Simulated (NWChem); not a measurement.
Species: CHCl$_{2}$ cation

```xyz
4

Cl     1.4473     0.0000    -0.1573
C      0.0000     0.0000     0.6077
Cl    -1.4473     0.0000    -0.1573
H      0.0000     0.0000     1.7003
```
Atoms are numbered in this order, from 1.

Results from NWChem. Pople sets run with spherical d functions. All runs use the structure optimised with B3LYP/6-31G* (spherical d). Vertical excitations in the gas phase; the lowest state need not have the same character in each row.

For level PBE/6-31+G*, full TDDFT:

```
Property                                  Result
----------------------------------------  ------
lowest excitation, singlet (eV)             3.69
lowest state with f > 0.02, singlet (eV)    5.55
oscillator strength of that bright state   0.184
orbital gap (eV)                            3.54
```

Q: How do the values read with level CAM-B3LYP/6-31+G*, full TDDFT instead?

A: The lowest excitation, singlet (eV) comes out as 4.12 and the lowest state with f > 0.02, singlet (eV) is 5.70. The oscillator strength of that bright state is 0.220 and the orbital gap (eV) is 8.45.
